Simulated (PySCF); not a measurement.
Compound: C4H4F2O.
SMILES with atom numbers: `[F:1]/[CH:2]=[C:3](\[F:4])[C@@H:5]1[CH2:6][O:7]1` (hydrogens: H8 on C2; H9 on C5; H10, H11 on C6)

Geometry (GFN2-xTB, Å), atoms numbered from 1 in this order:
```
atom  x, y, z in Å
F1     2.9309    0.4979    0.2393
C2     1.6509    0.1805    0.4436
C3     0.8350   -0.2293   -0.5181
F4     1.2408   -0.3710   -1.7940
C5    -0.5923   -0.5778   -0.3150
C6    -1.5590    0.4230    0.1667
O7    -1.0769   -0.5969    0.9891
H8     1.3335    0.2774    1.4702
H9    -0.9495   -1.3644   -0.9763
H10   -1.2104    1.4221    0.4000
H11   -2.5975    0.3411   -0.1317
```

The closed-shell SCF was solved with PySCF and density fitting under several settings on one GFN2-xTB geometry (grid level 2 and gas phase unless stated).

```json
{"settings": "PBE0/6-31++G**, IEF-PCM acetone, grid level 1", "basis functions": "150", "SCF cycles": "10", "E (Eh)": "-429.2291", "HOMO (eV)": "-7.25", "LUMO (eV)": "0.08", "dipole (D)": "2.91"}
{"settings": "BHandHLYP/def2-SVP, level shift 0.1 Eh", "basis functions": "118", "SCF cycles": "10", "E (Eh)": "-429.1107", "HOMO (eV)": "-8.40", "LUMO (eV)": "1.31", "dipole (D)": "2.37"}
{"settings": "PBE0/6-311+G(2d,p), IEF-PCM acetone", "basis functions": "213", "SCF cycles": "14", "E (Eh)": "-429.3439", "HOMO (eV)": "-7.27", "LUMO (eV)": "0.09", "dipole (D)": "2.81"}
```

Problem. Estimate the row for these settings: PBE0/aug-pcSseg-1, energy threshold 1e-07 Eh.

Solution. 
| settings | basis functions | SCF cycles | E (Eh) | HOMO (eV) | LUMO (eV) | dipole (D) |
| --- | --- | --- | --- | --- | --- | --- |
| PBE0/aug-pcSseg-1, energy threshold 1e-07 Eh | 218 | 8 | -429.1861 | -7.36 | -0.14 | 2.24 |

Problem. Over all rows, what range does the HOMO–LUMO gap span?

Solution. From 7.22 eV (PBE0/aug-pcSseg-1, energy threshold 1e-07 Eh) to 9.71 eV (BHandHLYP/def2-SVP, level shift 0.1 Eh). The functional of the narrowest has 25 % exact exchange, that of the widest 50 % exact exchange.

Problem. And the dipole moment?

Solution. From 2.24 D (PBE0/aug-pcSseg-1, energy threshold 1e-07 Eh) to 2.91 D (PBE0/6-31++G**, IEF-PCM acetone, grid level 1); the largest is 1.30 times the smallest, and the median is 2.59 D.

Problem. Compare two rows with the functional PBE0: PBE0/6-311+G(2d,p), IEF-PCM acetone and PBE0/6-31++G**, IEF-PCM acetone, grid level 1. Which energy is lower, and by how much?

Solution. PBE0/6-311+G(2d,p), IEF-PCM acetone (213 functions) lies 0.1148 Eh or 72 kcal/mol below PBE0/6-31++G**, IEF-PCM acetone, grid level 1 (150 functions).

Whole jobs, the steps after the SCF included, on Intel Xeon Platinum 8488C, one thread (shared host):

| settings | work after the SCF | wall time | peak memory |
| --- | --- | --- | --- |
| PBE0/6-31++G**, IEF-PCM acetone, grid level 1 | shieldings, ring-centre shieldings, charges and field gradients | 11 s | 0.78 GiB |
| BHandHLYP/def2-SVP, level shift 0.1 Eh | 3 singlets by full TDDFT, 5 Tamm–Dancoff triplets, polarisability, density and orbital grids written | 15 s | 0.65 GiB |
| PBE0/6-311+G(2d,p), IEF-PCM acetone | shieldings, ring-centre shieldings | 23 s | 0.91 GiB |
| PBE0/aug-pcSseg-1, energy threshold 1e-07 Eh | shieldings, ring-centre shieldings | 24 s | 0.94 GiB |

Cycle counts include a coarse-grid stage where the run had one. All basis functions are spherical, in the Pople sets too. Geometry: GFN2-xTB, one conformer.
